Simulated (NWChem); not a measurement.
System: MgN$_{2}$H$_{6}$ClF; SMILES [NH3]->[Mg](<-[NH3])([F])[Cl]

```xyz
11

Mg    -0.0015    -0.4375    -0.4416
F     -0.0077    -1.7553    -1.6625
Cl     0.0105     1.8342    -0.2550
N      1.7933    -0.8984     0.7068
H      2.1449    -0.0416     1.1370
H      2.4939    -1.2043     0.0290
H      1.7646    -1.6177     1.4288
N     -1.8025    -0.8815     0.7036
H     -2.1397    -0.0268     1.1492
H     -1.7852    -1.6143     1.4123
H     -2.5088    -1.1634     0.0214
```
Atoms are numbered in this order, from 1.

Level: PBE0/def2-SVP (NWChem), optimised geometry, unscaled harmonic frequencies. 

Problem. List the harmonic frequencies with IR intensities, and the thermochemistry.

Solution. 
```csv
frequency (cm⁻¹),IR intensity (km/mol)
29,0.2
40,0.4
72,0.3
78,18.6
82,17.4
143,45.3
144,20.7
333,0.3
384,14.4
388,7.0
508,36.0
526,32.2
554,56.7
567,144.8
727,142.1
1183,282.2
1188,78.6
1624,3.1
1628,34.3
1636,2.2
1640,35.7
3499,23.2
3500,0.9
3619,12.6
3619,80.4
3634,9.5
3634,60.0
```

- zero-point energy: 50.0 kcal/mol
- thermal correction to the enthalpy at 298.15 K (with zero-point energy): 57.0 kcal/mol
- heat capacity Cv: 30.3 cal/(mol K)
- entropy at 298.15 K and 1 atm (symmetry number 1): 102.7 cal/(mol K)
- dipole moment: 7.17 D

Rigid rotor and harmonic oscillator; modes under 100 cm⁻¹ make the entropy uncertain.
